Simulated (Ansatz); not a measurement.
Consider the formal exchange of groups at a B–C bond: `NCBCl` + `CCBO` → `CCB(O)BCl` + CH₃NH₂.

Program: Ansatz. Geometries: PBE0-D4/def2-TZVP. ΔE: electronic, gas phase. CBS: MP2 limit from def2 TZ/QZ plus the TZ coupled-cluster correction, frozen cores. DFT in def2-TZVPP. HSE06 is defined as in plane-wave codes. Each species was taken in one conformer, which may not be the lowest.

```tsv
level	ΔE (kJ/mol)	difference from CCSD(T)/CBS
LDA (SPW92)	40.6	9.4
r2SCAN0-D4	37.1	5.9
HSE06-D4	33.6	2.4
PBE0	34.7	3.5
HF/def2-SVP	38.1	6.9
CCSD/def2-SVP	30.7	-0.5
MP2/def2-TZVPP	35.7	4.5
CCSD/def2-TZVPP	31.5	0.3
HF/def2-QZVPP	37.7	6.5
MP2/CBS(def2)	36.4	5.2
CCSD(T)/CBS	31.2	0
```

Largest T1 diagnostic among the species: 0.013.

Leaving LDA and LC-ωPBE aside and taking each functional with its dispersion term where it has one, the values, not all of them listed here, spread over 6.6 kJ/mol, from revPBE-D4 to ωB97M-V. LDA lies +7.3 kJ/mol from PBE without D4. From BLYP to BHLYP (50 % exact exchange), in def2-TZVPP and without D4, ΔE moves by +3.4 kJ/mol.
